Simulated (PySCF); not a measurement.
Structure problem from calculated spectra and properties.

Formula: C4H10OSi.

- 1H NMR: chemical shifts (computed TMS as zero) by class: 6.01 (1 H), 5.27 (1 H), 5.24 (1 H), 4.73 (1 H), 4.53 (1 H), 1.93 (1 H), 1.75 (1 H), 1.14 (3 H) ppm [GIAO PBE0/pcSseg-1]
- Rotational structure: rotational constants A, B, C: 3.228, 2.436, 1.508 GHz [GFN2-xTB]
- Dipole: 1.57 D [PBE0/def2-SVPD]
- UV, first state: lowest singlet excitation: 6.32 eV (196 nm, f = 0.238) [TDDFT PBE0/def2-SVPD]
- 13C NMR: chemical shifts (computed TMS as zero) by class: 152.3 (1 C), 117.0 (1 C), 33.6 (1 C), 14.3 (1 C) ppm [GIAO PBE0/pcSseg-1]
- Triplet: lowest triplet excitation (Tamm–Dancoff): 4.22 eV [TDA PBE0/def2-SVPD]

Electronic properties: PySCF, gas phase, density fitting. Levels stand in brackets. Isolated species at its GFN2-xTB geometry (one conformer only). Each NMR value is the plain mean over a class of atoms that symmetry, rotation or inversion makes alike.

**Question.** What is the compound? Reason from the data.

**Answer.** Numbering: `[CH2:1]=[CH:2][C@@H:3]([CH3:4])[SiH2:5][OH:6]`. Its formula, C4H10OSi, gives 1 degree of unsaturation: 0 rings and 1 π bond in the structure found. 4 carbons fall into 4 classes; from least to most shielded: alkene CH carbon [C2] (152.3 ppm), terminal =CH2 carbon [C1] (117.0 ppm), sp3 carbon bound to silicon [C3] (33.6 ppm), methyl carbon [C4] (14.3 ppm). Hydrogen classes from least to most shielded: 1 H on an alkene CH carbon, C2 (6.01 ppm), 1 H on a terminal =CH2 carbon, C1 (5.27 ppm), 1 H on a terminal =CH2 carbon, C1 (5.24 ppm), 1 H on an oxygen-bound silicon, Si5 (4.73 ppm), 1 H on an oxygen-bound silicon, Si5 (4.53 ppm), 1 H on an sp3 carbon bound to silicon, C3 (1.93 ppm), 1 H on a silanol oxygen, O6 (1.75 ppm), 3 H on a methyl carbon, C4 (1.14 ppm). The optimised geometry has point group C1 and is an asymmetric top. Structure: `C=C[C@@H](C)[SiH2]O`. Computed isomers that give other values at the same levels: `CO[C@@H]1C[Si@H]1C` (13C chemical shifts (computed TMS as zero) by class: 67.5 (1 C), 63.9 (1 C), 7.0 (1 C), -8.2 (1 C) ppm); `C[Si@@H]1CCCO1` (13C chemical shifts (computed TMS as zero) by class: 71.7 (1 C), 29.0 (1 C), 12.4 (1 C), -0.7 (1 C) ppm); `C[SiH2]CCC=O` (13C chemical shifts (computed TMS as zero) by class: 206.2 (1 C), 43.0 (1 C), 8.5 (1 C), -6.5 (1 C) ppm). The assignments are read from this structure; whether some other isomer fits the data as well wasn't checked. The mirror image fits equally.

Shape of the structure used: `[CH2:1]=[CH:2][C@@H:3]([CH3:4])[SiH2:5][OH:6]`: C1–C2–C3–C4 144°, C2–C3–Si5–O6 57°, H–O6–Si5–C3 -35°.
